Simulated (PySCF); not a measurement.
**Working out the excitation energy of Mg**

Mg [Ne] 3s2 (1S) → Mg [Ne] 3s1 4s1 (3S). Calculation: PySCF 2.14, in aug-cc-pCVDZ (6s5p3d, 36 functions); no relativity, point nucleus. Frozen: 1s2. Energies in hartree (1 hartree = 27.21139 eV):

| part | Mg (lower) | Mg (upper) |
| --- | --- | --- |
| UHF | -199.608341 | -199.452430 |
| CCSD correlation | -0.201906 | -0.172729 |
| (T) | -0.000945 | -0.000377 |

Problem. What does Hartree-Fock give?

Solution. (-199.452430) − (-199.608341) = 0.155911 hartree = 4.243 eV.

Problem. What do CCSD and CCSD(T) give?

Solution. The CCSD correlation energies differ by 0.029177 hartree = 0.794 eV and the triples by 0.000568 hartree = 0.015 eV, so CCSD gives 5.037 eV and CCSD(T) 5.052 eV.

Measured between the centres of the two terms (NIST): 5.108 eV, so CCSD(T) (valence and next inner shell) is off by -0.056 eV.

A double-zeta basis recovers only part of the correlation energy.

What remains against the reference includes basis incompleteness, the frozen core and higher excitations.
